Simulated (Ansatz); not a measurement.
Born–Oppenheimer molecular dynamics of C4H12Cl2N2Si (21 atoms, charge 0, multiplicity 1). It starts from a relaxed structure.

All numbers below come from Ansatz 0.2.0, RKS PBE-D4/STO-3G.

* ensemble: NVE (velocity Verlet)
* time step: 0.5 fs
* steps asked: 150
* starting velocities drawn for: 700 K
* seed: 461594

First frame:

```xyz
21
Properties=species:S:1:pos:R:3
Si -0.119 0.114 0.134
N 0.285 0.469 1.798
C -0.880 0.511 2.748
H -1.736 1.009 2.248
H -1.204 -0.502 3.087
H -0.595 1.100 3.647
C 1.475 -0.211 2.409
H 1.260 -1.257 2.737
H 2.299 -0.231 1.666
H 1.806 0.367 3.299
Cl 1.735 0.121 -0.924
N -1.297 1.310 -0.354
C -2.050 1.101 -1.636
H -2.325 0.030 -1.721
H -2.978 1.711 -1.615
H -1.463 1.395 -2.539
C -0.871 2.743 -0.185
H -0.230 3.108 -1.023
H -1.774 3.388 -0.137
H -0.306 2.841 0.765
Cl -1.037 -1.779 -0.235
```

Q: How far do the bonds stretch over the last three quarters of this one trajectory? (Pairs bonded in most of those frames.)

A: 
| bond | mean (Å) | spread (Å) | shortest | longest |
| --- | --- | --- | --- | --- |
| Si1–N2 | 1.725 | 0.033 | 1.69 | 1.79 |
| Si1–Cl11 | 2.162 | 0.015 | 2.14 | 2.18 |
| Si1–N12 | 1.764 | 0.021 | 1.73 | 1.80 |
| Si1–Cl21 | 2.149 | 0.024 | 2.09 | 2.19 |
| N2–C3 | 1.497 | 0.047 | 1.43 | 1.58 |
| N2–C7 | 1.492 | 0.030 | 1.44 | 1.54 |
| C3–H4 | 1.113 | 0.020 | 1.07 | 1.16 |
| C3–H5 | 1.121 | 0.018 | 1.09 | 1.16 |
| C3–H6 | 1.115 | 0.030 | 1.06 | 1.16 |
| C7–H8 | 1.117 | 0.011 | 1.10 | 1.14 |
| C7–H9 | 1.116 | 0.031 | 1.07 | 1.16 |
| C7–H10 | 1.115 | 0.029 | 1.07 | 1.16 |
| N12–C13 | 1.505 | 0.013 | 1.48 | 1.53 |
| N12–C17 | 1.520 | 0.014 | 1.50 | 1.55 |
| C13–H14 | 1.111 | 0.003 | 1.11 | 1.12 |
| C13–H15 | 1.111 | 0.002 | 1.11 | 1.12 |
| C13–H16 | 1.117 | 0.004 | 1.11 | 1.12 |
| C17–H18 | 1.117 | 0.030 | 1.07 | 1.17 |
| C17–H19 | 1.111 | 0.019 | 1.08 | 1.15 |
| C17–H20 | 1.119 | 0.047 | 1.04 | 1.19 |

Mean temperature of the second half: 352 K. The conserved energy stayed within 0.43 meV per atom of its start (net change 0.18 meV per atom), so the integration is sound. The temperature averaged 0.50 of the 700 K drawn at the start: a run that starts near a minimum puts about half its kinetic energy into the potential. A run of 0.075 ps of so small a system gives no equilibrium averages. Limits of this set-up: minimal basis.

The run took 12 min on 1 thread of Intel(R) Xeon(R) Platinum 8559C (Emerald Rapids), with other jobs on the host, peak memory 0.16 GiB.
